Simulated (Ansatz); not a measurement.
A made-up structure of ZnSiH4, singlet:

| atom | x (Å) | y (Å) | z (Å) |
| --- | --- | --- | --- |
| Si1 | -0.2031 | -0.3398 | -0.6648 |
| Zn2 | 0.4215 | 0.7056 | 1.3800 |
| H3 | 0.5468 | -1.6090 | -0.8941 |
| H4 | -1.6548 | -0.6828 | -0.6953 |
| H5 | 0.7099 | 0.4025 | 2.8517 |
| H6 | 0.8301 | 1.3888 | 2.7170 |

It is relaxed with PBE-D4/def2-SVP and then PBE0-D4/def2-TZVP (Ansatz 0.2.0). Atoms count as bonded within 1.22 times the sum of their covalent radii (H–H: 0.88 Å). The end point is not checked to be a true minimum.

(1) Does its bonding change? (A judgement: the text doesn't fix the answer.)

Results:

(1) The calculation gives: Yes. Formed: H5–H6; broken: Zn2–H5, Zn2–H6.

Where it ends: The first stage lowers the energy by 1.87 eV in 32 steps. It ends as a complex of ZnSiH₂ ([SiH2][Zn]) + H₂:
```xyz
6
angstrom
Si -0.4706 -0.4609 -1.4681
Zn 0.1080 -0.1083 0.8678
H 0.4343 -1.6879 -1.2964
H -1.6649 -1.2005 -0.8512
H 1.0976 1.3573 3.9364
H 1.1460 1.9655 3.5059
```

Labels in which every atom is bracketed show which atoms are joined, not bond orders.

For scale, one of the runs: PBE0-D4/def2-TZVP relaxation, 109 basis functions, launched by `ansatz run in.yaml --threads 2 --pin off --events-out ev --progress --plain --max-ram 4352MiB`. Hardware: 2 CPU threads of an Arm Neoverse V2, shared host. Wall time about 86 s.
